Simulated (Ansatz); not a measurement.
A structure relaxed at PBE0-D4/def2-TZVP, charge 0, multiplicity 1:

```xyz
10

N    -0.5901   -0.5009    1.2953
Si    0.0182    0.0545   -0.1885
O     0.0902    1.6724   -0.4498
O    -1.0227   -0.5657   -1.2849
O     1.5829   -0.4209   -0.3333
H    -1.5840   -0.5955    1.4211
H    -0.1206   -0.2980    2.1613
H     0.9648    2.0608   -0.4067
H    -1.1011   -0.0708   -2.1015
H     1.7625   -1.3359   -0.1129
```

Task: Give its formula and SMILES.

Result: H5NO3Si, `N[Si](O)(O)O`.

Task: Summarise the bond lengths by kind.

Result: 1 × N–Si 1.697 Å; 2 × H–N 1.006 Å; 3 × O–Si 1.634 to 1.642 Å; 3 × H–O 0.958 Å.

All numbers were calculated with Ansatz.
